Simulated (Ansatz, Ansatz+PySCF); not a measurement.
| atom | x (Å) | y (Å) | z (Å) |
| --- | --- | --- | --- |
| O | 0.0000 | 0.0000 | -0.3255 |
| H | 0.0000 | 0.0000 | 2.6038 |

Basis set: cc-pVDZ (spherical functions). Frozen core: 1 orbital. Charge 0, multiplicity 2.

Computed with Ansatz (development build ahead of 0.2.0); each method stands on the lowest determinant of its kind that the runs found. Restricted functionals stand beside restricted open-shell atoms, which can lie above the unrestricted atoms usual in DFT and then raise those values.

Give the atomization energy at this shape (free ground-state atoms in the same class of orbitals less the molecule, no zero-point energy) of doublet OH in separate pieces by ωB97X (unrestricted), r²SCAN (unrestricted), PBE0 (unrestricted), PBE (unrestricted), r²SCAN (restricted open-shell), ωB97X (restricted open-shell), PBE (restricted open-shell), UHF-CCSDT(Q), UHF-CCSD(T), UHF-MP2, PBE0 (restricted open-shell), UHF.

```tsv
method	atomization energy
ωB97X (unrestricted)	0.02 kcal/mol
r²SCAN (unrestricted)	1.14 kcal/mol
PBE0 (unrestricted)	0.73 kcal/mol
PBE (unrestricted)	1.49 kcal/mol
r²SCAN (restricted open-shell)	-48.10 kcal/mol
ωB97X (restricted open-shell)	-62.27 kcal/mol
PBE (restricted open-shell)	-36.09 kcal/mol
UHF-CCSDT(Q)	0.44 kcal/mol
UHF-CCSD(T)	0.23 kcal/mol
UHF-MP2	0.19 kcal/mol
PBE0 (restricted open-shell)	-61.69 kcal/mol
UHF	0.07 kcal/mol
```

Caution for ωB97X (unrestricted), r²SCAN (unrestricted), PBE0 (unrestricted), PBE (unrestricted), r²SCAN (restricted open-shell), ωB97X (restricted open-shell), PBE (restricted open-shell), PBE0 (restricted open-shell): charge can spread falsely over distant fragments. Caution for ωB97X (unrestricted), PBE0 (unrestricted), UHF-CCSDT(Q), UHF-CCSD(T), UHF-MP2, UHF: the unrestricted determinant is a mixture of spin states. Caution for r²SCAN (unrestricted), PBE (unrestricted): the unrestricted determinant is spin contaminated. Caution for r²SCAN (restricted open-shell), ωB97X (restricted open-shell), PBE (restricted open-shell), PBE0 (restricted open-shell): an unrestricted determinant lies well below; the molecule lies well above its atoms at this level. Caution for UHF-CCSDT(Q), UHF-CCSD(T), UHF-MP2: bonds are stretched, where a single reference can fail.
